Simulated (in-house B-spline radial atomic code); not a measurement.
A radial electron density 4πr²n(r) was computed for an atom or ion in its tabulated ground configuration with a B-spline radial code for spherical atoms; method: non-relativistic CAM-B3LYP, spin-polarised, spherical fractional occupations, exact exchange averaged over the configuration. Columns: r (bohr), 4πr²n(r) (electrons per bohr), bar.

```
  0.0027   0.8478 #
 0.00321    1.168 ##
 0.00381    1.597 ##
 0.00454    2.186 ###
  0.0054    2.963 ####
 0.00642     3.98 #####
 0.00764    5.303 #######
 0.00908    6.971 #########
  0.0108    9.051 ############
  0.0129    11.63 ################
  0.0153    14.52 ###################
  0.0182    17.79 ########################
  0.0216    21.18 ############################
  0.0257    24.51 #################################
  0.0306    27.36 #####################################
  0.0364    29.28 #######################################
  0.0433    29.94 ########################################
  0.0515     29.2 #######################################
  0.0613    27.32 #####################################
  0.0729    25.05 ##################################
  0.0867    23.45 ###############################
   0.103    23.54 ################################
   0.123    25.78 ###################################
   0.146     29.3 #######################################
   0.174    32.43 ###########################################
   0.207    32.86 ############################################
   0.246     29.4 #######################################
   0.292    22.84 ###############################
   0.348     15.5 #####################
   0.413    10.66 ##############
   0.492    9.388 #############
   0.585     10.5 ##############
   0.696    11.24 ###############
   0.828    9.821 #############
   0.985    6.646 #########
    1.17    3.413 #####
    1.39    1.287 ##
    1.66   0.3285 
    1.97  0.05921 
    2.35 0.006208 
    2.79 0.0003862
```

(1) Which atom or ion is it?
A. Mn8+
B. Ni9+
C. Mn9+
D. Fe8+

## Answers

(1) A. The area under the curve, ∫4πr²n dr = ∫r·4πr²n d(ln r) on this logarithmic grid, is 17 electrons, which only this option has. The configuration is [Ne] 3s2 3p5.
